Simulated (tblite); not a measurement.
Isomers of C4H10F2Si2. Method: GFN2-xTB as coded in tblite; computed harmonic values from a numerical Hessian at the method's own geometry, unscaled. Against measured fundamentals such values can be off by several per cent, at times by over 20. Modes of hydrogen on silicon can be 10 to 20 % off. One conformer each.

Electronic energies: GFN2-xTB at the same geometries; isomer energies are rough at this level and their order can be wrong.

```
                          SMILES  electronic energy, lowest = 0 (kcal/mol)
       C[SiH2]/C(=C/[SiH3])C(F)F                                       5.7
 FC(F)[C@@H]1C[C@H]1[SiH2][SiH3]                                       2.9
    FC[Si@@H]1C[SiH2][C@@H](F)C1                                       0.0
     C[Si@@H]1C[SiH2][C@H]1C(F)F                                       2.7
FC(F)[C@@H]1C[C@@H]1[SiH2][SiH3]                                       3.3
```

Problem. How do GFN2-xTB zero-point energies change the relative energies?

Solution. 
```csv
SMILES,ZPE (kcal/mol),of it from modes above 1550 cm⁻¹,electronic (kcal/mol),"with ZPE, lowest = 0 (kcal/mol)",lowest mode (cm⁻¹),rings
FC[Si@@H]1C[SiH2][C@@H](F)C1,79.9,39.5,0.0,0.3,30,1
C[Si@@H]1C[SiH2][C@H]1C(F)F,79.4,39.8,2.7,2.4,45,1
FC(F)[C@@H]1C[C@H]1[SiH2][SiH3],76.8,37.5,2.9,0.0,10,1
FC(F)[C@@H]1C[C@@H]1[SiH2][SiH3],76.9,37.5,3.3,0.5,19i,1
C[SiH2]/C(=C/[SiH3])C(F)F,75.4,39.9,5.7,1.5,6i,0
```

The zero-point energies span 4.5 kcal/mol, from `C[SiH2]/C(=C/[SiH3])C(F)F` to `FC[Si@@H]1C[SiH2][C@@H](F)C1`. Slightly imaginary modes are left out of the zero-point energy: `FC(F)[C@@H]1C[C@@H]1[SiH2][SiH3]` 19.3i cm⁻¹ and `C[SiH2]/C(=C/[SiH3])C(F)F` 5.5i cm⁻¹. With it `FC(F)[C@@H]1C[C@H]1[SiH2][SiH3]` becomes the lowest.
